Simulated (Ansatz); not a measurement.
Relaxation of a periodic cell of 17 atoms, Si16Ge (host Si, host structure diamond, interstitial Ge), to a largest force component of 0.03 eV/Å in at most 60 steps.

Method: DFT LDA, scalar-relativistic, plane waves, PAW (Ansatz 0.2.0). Settings: PAW set soft_1, cutoff 420 eV, k mesh 2x2x2, fermi-dirac smearing 0.05 eV, no spin polarisation.

```xyz
17
Lattice="0.0000 5.4300 5.4300 5.4300 0.0000 5.4300 5.4300 5.4300 0.0000" Properties=species:S:1:pos:R:3
Si 0.000 0.000 0.000
Si 1.357 1.357 1.357
Si 2.715 2.715 0.000
Si 4.072 4.072 1.357
Si 2.715 0.000 2.715
Si 4.072 1.357 4.072
Si 5.430 2.715 2.715
Si 6.787 4.072 4.072
Si 0.000 2.715 2.715
Si 1.357 4.072 4.072
Si 2.715 5.430 2.715
Si 4.072 6.787 4.072
Si 2.715 2.715 5.430
Si 4.072 4.072 6.787
Si 5.430 5.430 5.430
Si 6.787 6.787 6.787
Ge 8.142 8.072 8.140
```

Q: Where does it end, and by what steps?

A: It converged. Limits of this set-up: PAW files made for another functional. After 3 steps the energy has fallen by 0.309 eV; Si16 moved furthest, 0.07 Å.

```json
{"step": "0", "energy less start (eV)": "0.0000", "largest force component (eV/Å)": "1.020", "accepted": "yes"}
{"step": "1", "energy less start (eV)": "-0.2685", "largest force component (eV/Å)": "0.370", "accepted": "yes"}
{"step": "2", "energy less start (eV)": "-0.3071", "largest force component (eV/Å)": "0.087", "accepted": "yes"}
{"step": "3", "energy less start (eV)": "-0.3086", "largest force component (eV/Å)": "0.016", "accepted": "yes"}
```

```xyz
17
Lattice="0.0000 5.4300 5.4300 5.4300 0.0000 5.4300 5.4300 5.4300 0.0000" Properties=species:S:1:pos:R:3
Si 0.000 -0.003 0.000
Si 1.350 1.347 1.350
Si 2.716 2.711 0.048
Si 4.080 4.077 1.350
Si 2.715 0.044 2.715
Si 4.080 1.347 4.080
Si 5.382 2.711 2.714
Si 6.750 4.106 4.109
Si 0.048 2.711 2.716
Si 1.350 4.077 4.080
Si 2.715 5.378 2.715
Si 4.112 6.746 4.111
Si 2.714 2.711 5.382
Si 4.110 4.106 6.750
Si 5.430 5.422 5.430
Si 6.748 6.745 6.748
Ge 8.145 8.138 8.144
```

Run time: 22 s on 1 thread of Arm Neoverse V1 (shared host), peak memory 0.5 GiB.
